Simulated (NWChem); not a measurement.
C₃H₆O₂Si; SMILES O=C[C@H]1CO[SiH2]1

```xyz
12

O      0.1543    -2.7197    -0.0442
C     -0.2410    -1.6390     0.3382
C     -0.2797    -0.3996    -0.4955
C     -1.3228     0.6844    -0.0928
O     -0.4853     1.8199     0.2791
Si     0.9497     0.9960    -0.0232
H     -0.5901    -1.5008     1.3896
H     -0.2702    -0.6547    -1.5583
H     -1.9361     0.3867     0.7667
H     -1.9814     0.9660    -0.9203
H      1.7788     1.5439    -1.1283
H      1.8105     0.7721     1.1679
```
Atoms are numbered in this order, from 1.

All runs: NWChem. Pople sets run with spherical d functions. Geometry: optimised at B3LYP/6-31G* (spherical d). Static field.

```json
[
 {"level": "PBE/6-31G*", "basis functions": "100", "isotropic polarisability (bohr³)": "56.8", "anisotropy (bohr³)": "14.3"},
 {"level": "PBE/6-31+G*", "basis functions": "124", "isotropic polarisability (bohr³)": "65.6", "anisotropy (bohr³)": "16.4"},
 {"level": "PBE/def2-SVP", "basis functions": "118", "isotropic polarisability (bohr³)": "59.3", "anisotropy (bohr³)": "12.8"},
 {"level": "PBE/def2-SVPD", "basis functions": "178", "isotropic polarisability (bohr³)": "(withheld)", "anisotropy (bohr³)": "(withheld)"}
]
```

Task: What belongs in the gaps?

Result: 
- PBE/def2-SVPD, isotropic polarisability (bohr³): 69.6
- PBE/def2-SVPD, anisotropy (bohr³): 17.5
